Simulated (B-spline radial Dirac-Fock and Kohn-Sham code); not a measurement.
Elastic and transport cross sections of potassium for electrons

Level of theory: relativistic (Dirac) partial waves in the static field of the Dirac-Fock atom with Furness-McCarthy exchange, without polarisation or absorption potentials; a B-spline atomic structure program. σ_tr1 and σ_tr2 weight the cross section with 1 − P₁ and 1 − P₂ of cos θ; "backward" is the share scattered beyond 90°.

```
energy (eV)  σ (a₀²)  σ_tr1 (a₀²)  σ_tr2 (a₀²)  σ/σ_tr1  backward (%)
        369     12.2         2.75         2.93     4.43           9.0
        500     10.2         1.87         2.24     5.46           7.1
        554     9.63         1.64         2.03     5.88           6.5
        646     8.79         1.33         1.75     6.59           5.7
        647     8.78         1.33         1.75     6.60           5.7
        712        ?            ?            ?        ?             ?
        773     7.88         1.04         1.45     7.56           4.8
        874     7.30        0.878         1.28     8.31           4.2
        884     7.25        0.864         1.26     8.39           4.2
       1000     6.71        0.726         1.10     9.24           3.7
       1500     5.14        0.401        0.680     12.8           2.3
       1840     4.48        0.295        0.526     15.2           1.8
       2000     4.22        0.260        0.472     16.2           1.6
       2230     3.91        0.220        0.409     17.8           1.4
       2850     3.28        0.150        0.293     21.8           1.0
```

Question: Fill in the row for 712 eV.

Answer: σ = 8.29 a₀², σ_tr1 = 1.17 a₀², σ_tr2 = 1.59 a₀², σ/σ_tr1 = 7.09, backward 5.2 %. The ratio σ/σ_tr1 is roughly the number of elastic collisions that randomise the direction.

Values without a named source are computed, but for edge energies of neutral atoms, which are taken from tables.
